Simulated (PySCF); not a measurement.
boron monoxide dimer (B₂O₂), singlet, at a GFN2-xTB geometry. Base run: WB97X/6-31G*, TDA in PySCF.

Here is a job for PySCF.
```python
from pyscf import gto, scf, dft, tdscf

mol = gto.Mole()
mol.atom = '''
    O    -0.00000000   -0.00000000   -1.99736789
    B    -0.00000000   -0.00000000   -0.80940330
    B     0.00000000    0.00000000    0.80940330
    O     0.00000000    0.00000000    1.99736789
'''
mol.basis = '6-31g*'
mol.verbose = 3
mol.build()

mf = dft.RKS(mol)
mf.xc = 'wb97x'
mf.kernel()
td = mf.TDA()
td.nstates = 5
td.kernel()
td.analyze()
```

Each row names what was changed in the base input (with any setting that the change needs).

```json
[
 {"change": "base", "first excitation (eV)": "6.99", "oscillator strength of the first": "0.000", "second (eV)": "7.19", "core-seconds (rough)": "10"},
 {"change": "functional = blyp", "first excitation (eV)": "6.27", "oscillator strength of the first": "0.000", "second (eV)": "6.41", "core-seconds (rough)": "7"},
 {"change": "functional = hf", "first excitation (eV)": "…", "oscillator strength of the first": "0.000", "second (eV)": "…", "core-seconds (rough)": "1"},
 {"change": "functional = pbe0", "first excitation (eV)": "6.64", "oscillator strength of the first": "0.000", "second (eV)": "6.86", "core-seconds (rough)": "7"},
 {"change": "functional = pbe", "first excitation (eV)": "6.28", "oscillator strength of the first": "0.000", "second (eV)": "6.47", "core-seconds (rough)": "6"},
 {"change": "basis = def2-SVPD", "first excitation (eV)": "6.95", "oscillator strength of the first": "0.000", "second (eV)": "7.12", "core-seconds (rough)": "40"},
 {"change": "functional = b3lyp", "first excitation (eV)": "…", "oscillator strength of the first": "0.000", "second (eV)": "…", "core-seconds (rough)": "7"},
 {"change": "functional = m062x", "first excitation (eV)": "6.63", "oscillator strength of the first": "0.000", "second (eV)": "7.02", "core-seconds (rough)": "20"},
 {"change": "response = full linear response", "first excitation (eV)": "6.97", "oscillator strength of the first": "0.000", "second (eV)": "7.17", "core-seconds (rough)": "30"},
 {"change": "conv_tol = 1e-3", "first excitation (eV)": "6.99", "oscillator strength of the first": "0.000", "second (eV)": "7.19", "core-seconds (rough)": "10"},
 {"change": "guess vectors = 13 for 5 states", "first excitation (eV)": "6.99", "oscillator strength of the first": "0.000", "second (eV)": "7.19", "core-seconds (rough)": "10"}
]
```

Question: Some entries are withheld; supply them.

Answer: 
- functional = hf, first excitation (eV): 7.42
- functional = hf, second (eV): 7.67
- functional = b3lyp, first excitation (eV): 6.56
- functional = b3lyp, second (eV): 6.73

An iterative solver can miss low states, so a row lists the states that it found.
